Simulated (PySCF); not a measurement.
## From computed data to an observable: chemical shift, span and skew from a shielding tensor

GeFCl3, SMILES [Cl][Ge]([Cl])([F])[Cl]. Atoms are numbered in the order given.

```xyz
5

F      0.0000     0.0000     1.9182
Ge     0.0000     0.0000     0.1929
Cl     1.7585     1.0153    -0.4595
Cl    -1.7585     1.0153    -0.4595
Cl     0.0000    -2.0306    -0.4595
```

Coordinates come from a B3LYP-D3(BJ)/def2-SVP optimisation.

GIAO shieldings from PBE/pcSseg-1 in PySCF, non-relativistic, no solvent. The symmetric part of the tensor of F1 has the principal values 143.6, 143.6, 325.5 ppm. The same nucleus in CFCl3 has σ = 133.6 ppm at this level (PySCF, at its B3LYP-D3(BJ)/def2-TZVP geometry). Without spin–orbit terms, shifts of atoms bonded to Cl or Br come out too high.

### Question
Work out the isotropic shielding, the ¹⁹F shift against CFCl3, the span and the skew.

### Answer

σ(iso) = (σ11 + σ22 + σ33)/3 = 204.2 ppm. δ = σ(ref) − σ(iso) = 133.6 − (204.2) = -70.6 ppm.
Span Ω = σ33 − σ11 = 181.9 ppm. Skew κ = 3(σ(iso) − σ22)/Ω = 1.00, an axial tensor. Tumbling in solution averages the tensor to δ; in a static solid the shielding alone would spread this spin-1/2 line over Ω.
